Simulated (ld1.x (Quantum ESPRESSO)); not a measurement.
## Varying the TM potential for iron (Fe)

Base potential:

```
Element                 : iron (Fe)
Generator               : ld1.x (Quantum ESPRESSO) 7.5
Type                    : norm-conserving Troullier–Martins (Kleinman–Bylander form)
Functional              : PBEsol
Relativity              : fully relativistic
Frozen core             : [Ne]
Valence charge          : 16
Reference configuration : 3s2 3p6 3d6 4s1 4p1
Partial waves           : 3s (bound): rc 1.05 bohr; 3p (bound): rc 1.25 bohr; 3d (bound): rc 1.30 bohr
Local potential         : all-electron potential smoothed inside 1.20 bohr (lloc = -2)
Core correction         : a·sin(br)/r model core inside 0.65 bohr
```

Open shells are filled in proportion to 2j + 1 (rel_dist='average').

Occupied shells without a wave of their own: 4p, 4s. They enter only through the test configuration that unscreens the potential, and ld1.x also counts them in the model core charge.

All-electron outer shells of the reference configuration (PBEsol, scalar-relativistic, ld1.x):

```tsv
shell	level (eV)	outermost node (bohr)	outermost maximum (bohr)
2s	-820.48	0.08	0.22
2p	-699.64	–	0.18
3s	-95.50	0.33	0.70
3p	-61.66	0.30	0.72
3d	-9.20	–	0.71
4s	-6.37	1.00	2.38
4p	-2.12	1.10	3.17
```

Cutoffs, loose and tight: the cutoffs (Ry, on a coarse ladder) from which the occupation-weighted sum of valence levels, in a spherical-Bessel basis at the reference potential, stays within 10 and 1 mRy of its value at 400 Ry. They do not see the model core or the augmentation charge, which bear on the density cutoff. Test errors are all-electron minus pseudo excitation energies from the reference, over the configurations 3s2 3p6 3d6 4s2 4p0; 3s2 3p6 3d6 4s1 4p0; 3s2 3p6 3d6 4s0 4p0; 3s2 3p6 3d7 4s0 4p0; 3s2 3p5 3d6 4s2 4p0; 3s2 3p6 3d6 4s1.5 4p0; 3s2 3p6 3d6 4s0 4p1. A dash means not determined; rows that change the core or the reference have their own tests.

With those shells counted twice in exchange and correlation these files are broken, and their errors move erratically; no question is asked of them.

Cutoffs are not given where the Bessel-basis levels miss the radial ones by over 6 mRy, ghosts where they miss by over 20 mRy; a channel whose overlap is not positive is not tested.

```tsv
change	outcome	cutoff, loose	cutoff, tight	bound ghosts	largest test error (meV)
base	generated, misses its reference levels by 0.80 eV	–	–	none	-1903
reference 3s2 3p6 3d6 4s2 4p0	generated, misses its reference levels by 0.74 eV	–	–	none	-5049
all radii but the core radius scaled by about 0.89 (s 0.94, p 1.12, d 1.16 bohr); local potential all-electron potential smoothed inside 1.08 bohr (lloc = -2)	generated, misses its reference levels by 0.28 eV	–	–	not determined	-592
local potential all-electron potential smoothed inside 1.14 bohr (lloc = -2)	failed: the pseudo-atom did not reach self-consistency	–	–	–	–
non-relativistic	generated, misses its reference levels by 0.97 eV	140 Ry	230 Ry	none	-2179
wave 3s (bound): rc 1.05 bohr becomes 3s (bound): rc 1.56 bohr	generated, misses its reference levels by 0.91 eV	–	–	not determined	-2045
core correction a·sin(br)/r model core inside 0.98 bohr	generated, misses its reference levels by 0.80 eV	–	–	none	-1901
wave 3p (bound): rc 1.25 bohr becomes 3p (bound): rc 0.84 bohr	generated, misses its reference levels by 0.80 eV	–	–	not determined	-1894
wave 3d (bound): rc 1.30 bohr becomes 3d (bound): rc 1.58 bohr	generated, misses its reference levels by 0.80 eV	–	–	not determined	-1905
```
